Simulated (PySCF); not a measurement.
ClFHInO. Atoms are numbered in the order given.

```xyz
5

In     0.0022    -0.2449     0.0000
F      1.7806    -1.0691     0.0000
Cl    -0.1188     2.0815     0.0000
O     -1.5984    -1.4262     0.0000
H     -1.3270    -2.3573     0.0000
```

Geometry: B3LYP-D3(BJ)/def2-SVP. The def2 effective core potentials stand for the cores of In; spin–orbit coupling is left out. One conformer was computed; it need not be the lowest.

Calculation: B3LYP-D3(BJ)/def2-SVP run with PySCF.

Frequencies are harmonic and unscaled.

Computed vibrational spectrum:
```tsv
mode	ν (cm⁻¹)	IR (km/mol)	Raman (Å⁴/amu)	depolarisation	moving atoms (share of kinetic energy)
1	100	6.3	2.2	0.75	O 37 %, Cl 31 %, In 18 %, F 10 %
2	118	34.5	2.0	0.74	F 57 %, O 23 %, In 11 %
3	125	22.7	0.2	0.75	In 35 %, O 27 %, F 24 %, Cl 11 %
4	285	104.7	0.5	0.75	H 92 %
5	375	24.7	12.8	0.19	Cl 78 %, In 18 %
6	600	38.9	17.6	0.09	F 54 %, O 36 %, In 9 %
7	623	67.5	7.5	0.51	O 49 %, F 32 %, In 18 %
8	862	64.8	1.7	0.72	H 93 %
9	3799	78.1	157.1	0.27	H 94 %
```
